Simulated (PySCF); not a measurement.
**Spinor energies of I³⁶⁺ (iodine, charge +36)**

Start: [Ne] 3s2 3p5; 3p1/2 filled at m_j = -1/2, +1/2; 3p3/2 filled at m_j = -1/2, +1/2, +3/2. Calculated with PySCF 2.14 in an uncontracted even-tempered set (19 s from 7 bohr⁻², ratio 2.4; 14 p from 9 bohr⁻², ratio 2.4; 5 d from 35 bohr⁻², ratio 2.6; 4 f from 53 bohr⁻², ratio 2.6): generalised Hartree-Fock with the X2C-1e Hamiltonian and a Gaussian nucleus; one run each with spin-orbit coupling (SO) switched off, then screened by Boettger's factors.

```json
{"spinor shell": "1s1/2", "electrons": "2", "ε, spin-free (eV)": "-35347.9", "ε, screened SO (eV)": "-35343.5", "weight of nominal j (screened SO)": "1.000", "rms radius, screened SO (bohr)": "0.0311"}
{"spinor shell": "2s1/2", "electrons": "2", "ε, spin-free (eV)": "-7193.0", "ε, screened SO (eV)": "-7191.3", "weight of nominal j (screened SO)": "1.000", "rms radius, screened SO (bohr)": "0.125"}
{"spinor shell": "2p1/2", "electrons": "2", "ε, spin-free (eV)": "-6660.1", "ε, screened SO (eV)": "-6873.1", "weight of nominal j (screened SO)": "1.000", "rms radius, screened SO (bohr)": "0.108"}
{"spinor shell": "3s1/2", "electrons": "2", "ε, spin-free (eV)": "-2711.3", "ε, screened SO (eV)": "-2710.7", "weight of nominal j (screened SO)": "1.000", "rms radius, screened SO (bohr)": "0.305"}
{"spinor shell": "3p1/2", "electrons": "2", "ε, spin-free (eV)": "-2537.7", "ε, screened SO (eV)": "-2587.5", "weight of nominal j (screened SO)": "0.997", "rms radius, screened SO (bohr)": "0.293"}
{"spinor shell": "3p3/2", "electrons": "3", "ε, spin-free (eV)": "-2537.7", "ε, screened SO (eV)": "-2514.8", "weight of nominal j (screened SO)": "0.998", "rms radius, screened SO (bohr)": "0.302"}
```

(1) Where does 2p3/2 lie, and what is the 2p spin-orbit splitting (screened SO)?

```csv
quantity,spin-free,screened SO
E (hartree),-6071.10878,-6074.07612
M_J,3/2,3/2
⟨J²⟩,3.751,3.751
⟨L²⟩,2.000,2.011
⟨S²⟩,0.750,0.761
```

Each row is a mean over spinors that exchange with the open shell spreads, by up to 18.739 eV (3s1/2).

Breit and QED terms are absent; they matter most for the inner s and p1/2 levels.

Densities and radii are taken from the X2C orbitals without a picture-change correction, which distorts them close to the nucleus.

Without spin-orbit coupling the j labels of p, d and f shells carry no meaning; the spin-free column gives the mean over the occupied spinors of each nl shell.

Results:

(1) At -6563.0 eV, 310.07 eV above 2p1/2.
